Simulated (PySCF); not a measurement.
## `C[C@@H]1[C@H](C#N)[C@@H]2C[C@H]12`, C7H9N

Molfile (atoms numbered from 1):
```
C7H9N
     RDKit          3D

 17 18  0  0  0  0  0  0  0  0999 V2000
    1.8514   -0.1857   -0.0359 C   0  0  0  0  0  0  0  0  0  0  0  0
    0.5234   -0.3214   -0.7586 C   0  0  2  0  0  0  0  0  0  0  0  0
   -0.4718    0.8821   -0.7131 C   0  0  2  0  0  0  0  0  0  0  0  0
   -0.1099    1.9872    0.1267 C   0  0  0  0  0  0  0  0  0  0  0  0
    0.1805    2.8553    0.8134 N   0  0  0  0  0  0  0  0  0  0  0  0
   -1.5344   -0.0559   -0.1263 C   0  0  2  0  0  0  0  0  0  0  0  0
   -1.0344   -0.6203    1.1654 C   0  0  0  0  0  0  0  0  0  0  0  0
   -0.5545   -1.2010   -0.1280 C   0  0  2  0  0  0  0  0  0  0  0  0
    1.7127    0.1214    0.9973 H   0  0  0  0  0  0  0  0  0  0  0  0
    2.4753    0.5585   -0.5269 H   0  0  0  0  0  0  0  0  0  0  0  0
    2.3748   -1.1395   -0.0455 H   0  0  0  0  0  0  0  0  0  0  0  0
    0.7029   -0.6128   -1.7962 H   0  0  0  0  0  0  0  0  0  0  0  0
   -0.7233    1.2602   -1.7065 H   0  0  0  0  0  0  0  0  0  0  0  0
   -2.5759   -0.0224   -0.3991 H   0  0  0  0  0  0  0  0  0  0  0  0
   -1.7360   -1.2238    1.7223 H   0  0  0  0  0  0  0  0  0  0  0  0
   -0.3756   -0.0351    1.7892 H   0  0  0  0  0  0  0  0  0  0  0  0
   -0.7120   -2.2348   -0.3879 H   0  0  0  0  0  0  0  0  0  0  0  0
  1  2  1  0
  2  3  1  0
  3  4  1  0
  4  5  3  0
  3  6  1  0
  6  7  1  0
  7  8  1  0
  8  2  1  0
  8  6  1  0
  1  9  1  0
  1 10  1  0
  1 11  1  0
  2 12  1  6
  3 13  1  6
  6 14  1  1
  7 15  1  0
  7 16  1  0
  8 17  1  1
M  END
```

Method: PySCF 2.14.0, TDDFT PBE0/def2-SVPD circular dichroism and optical rotation, one conformer, gas phase. Geometry: GFN2-xTB.

States above about 8.2 eV lie in this functional's continuum (it starts at minus the energy of the highest occupied orbital, well below the true ionisation energy for most functionals) and depend on the basis.

Question: What are the CIP labels of the stereocentres?

Answer: C2 S, C3 S, C6 R, C8 R.

Question: Which excitations and rotatory strengths does the calculation give?

Answer: Rotatory strengths R in 10⁻⁴⁰ esu² cm², velocity form and length form (origin at the centre of mass); f in length form.
| state | E (eV) | λ (nm) | f | R (velocity) | R (length) | main |
| --- | --- | --- | --- | --- | --- | --- |
| 1 | 7.37 | 168 | 0.005 | +9.6 | +8.9 | HOMO→LUMO 0.93 |
| 2 | 7.44 | 167 | 0.004 | -12.4 | -10.6 | HOMO→LUMO+1 0.71 |
| 3 | 7.65 | 162 | 0.0007 | -1.1 | -0.4 | HOMO−1→LUMO 0.26, HOMO→LUMO+1 0.22 |
| 4 | 7.85 | 158 | 0.006 | -2.6 | -2.6 | HOMO−1→LUMO 0.40, HOMO−2→LUMO+1 0.28 |
| 5 | 7.88 | 157 | 0.005 | -0.6 | -0.7 | HOMO−1→LUMO+1 0.30, HOMO−2→LUMO 0.22 |
| 6 | 7.96 | 156 | 0.003 | +1.1 | +1.2 | HOMO→LUMO+2 0.36, HOMO−1→LUMO 0.21 |
| 7 | 8.07 | 154 | 0.021 | +7.6 | +8.1 | HOMO→LUMO+2 0.42, HOMO−2→LUMO+1 0.15 |
| 8 | 8.13 | 152 | 0.003 | -4.9 | -5.2 | HOMO−1→LUMO+1 0.35, HOMO−3→LUMO+1 0.32 |
| 9 | 8.28 | 150 | 0.010 | +12.7 | +9.9 | HOMO→LUMO+3 0.87 |
| 10 | 8.42 | 147 | 0.015 | +21.3 | +21.6 | HOMO→LUMO+4 0.55, HOMO−1→LUMO+2 0.23 |
| 11 | 8.46 | 147 | 0.010 | -13.6 | -13.0 | HOMO−1→LUMO+2 0.50, HOMO→LUMO+4 0.27 |
| 12 | 8.54 | 145 | 0.010 | +0.4 | +0.3 | HOMO−2→LUMO 0.27, HOMO−3→LUMO 0.17 |
| 13 | 8.60 | 144 | 0.006 | +4.0 | +3.8 | HOMO→LUMO+5 0.32, HOMO−1→LUMO+3 0.14 |
| 14 | 8.64 | 143 | 0.015 | -15.4 | -14.9 | HOMO→LUMO+5 0.49, HOMO−2→LUMO+2 0.11 |
| 15 | 8.79 | 141 | 0.010 | -6.8 | -5.8 | HOMO−1→LUMO+3 0.56, HOMO−3→LUMO 0.10 |
| 16 | 8.87 | 140 | 0.008 | -9.3 | -8.9 | HOMO−1→LUMO+4 0.66 |

Among the states computed, the strongest CD band (largest |R|) is state 10. The largest dissymmetry factor in size, g = 4R/(D+G), with D and G the electric and magnetic dipole strengths, is -0.027 for state 2 (velocity form, f = 0.005), among bands with |R| over 0.5. The mirror image has the same energies and oscillator strengths and all R with the opposite sign.
